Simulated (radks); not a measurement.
Spherical quantum dot in the effective-mass picture: electrons in a parabolic well V = omega^2 r^2 / 2 with omega = 1.39, all in effective atomic units (hartree* = m*/eps^2 hartree, bohr* = eps/m* bohr), one dielectric constant everywhere. Calculated with a radial shooting solver with Libxc functionals: non-relativistic Kohn-Sham, LDA (Slater exchange, Perdew-Wang correlation), spin-polarised, spherical densities. Levels are named by radial order and angular momentum (1s, 1p, 1d, 2s, ...), and open shells are averaged over m. Results are scaled to m* = 0.595 and eps = 11.4, for which hartree* = 124.6 meV and bohr* = 1.014 nm.

N = 27, configuration 1s2 1p6 1d10 2s2 1f(up 7, down 0). This is the lowest configuration that the search found. Occupied and some empty levels:

| level | occupation | eigenvalue (meV) | <r> (nm) |
|---|---|---|---|
| 1s up | 1 | 1953.3 | 1.457 |
| 1s down | 1 | 1959.5 | 1.426 |
| 1p up | 3 | 2031.0 | 1.829 |
| 1p down | 3 | 2040.5 | 1.810 |
| 1d up | 5 | 2118.5 | 2.088 |
| 1d down | 5 | 2129.7 | 2.080 |
| 2s up | 1 | 2136.8 | 1.810 |
| 2s down | 1 | 2144.5 | 1.824 |
| 1f up | 7 | 2215.0 | 2.290 |
| 1f down | 0 | 2226.9 | 2.290 |
| 2p up | 0 | 2244.5 | 2.029 |
| 2p down | 0 | 2252.0 | 2.038 |
| 1g up | 0 | 2319.6 | 2.461 |
| 1g down | 0 | 2331.5 | 2.466 |
| 2d up | 0 | 2357.5 | 2.235 |
| 2d down | 0 | 2365.2 | 2.239 |

Energy (meV): total 37208.5, kinetic 4559.6, external 13963, Hartree 20516, exchange-correlation -1830.6.

Electron density:

| r (nm) | n(r) (e/nm^3) |
|---|---|
| 0.0841 | 0.5123 |
| 0.295 | 0.4833 |
| 0.507 | 0.4346 |
| 0.718 | 0.3869 |
| 0.929 | 0.3590 |
| 1.14 | 0.3582 |
| 1.35 | 0.3765 |
| 1.56 | 0.3950 |
| 1.77 | 0.3931 |
| 1.99 | 0.3587 |
| 2.20 | 0.2938 |
| 2.41 | 0.2125 |
| 2.62 | 0.1348 |
| 2.83 | 0.07401 |
| 3.04 | 0.03521 |
| 3.25 | 0.01444 |
| 3.46 | 0.005072 |
| 3.68 | 0.001541 |
| 3.89 | 0.0004053 |
| 4.10 | 0.00009118 |
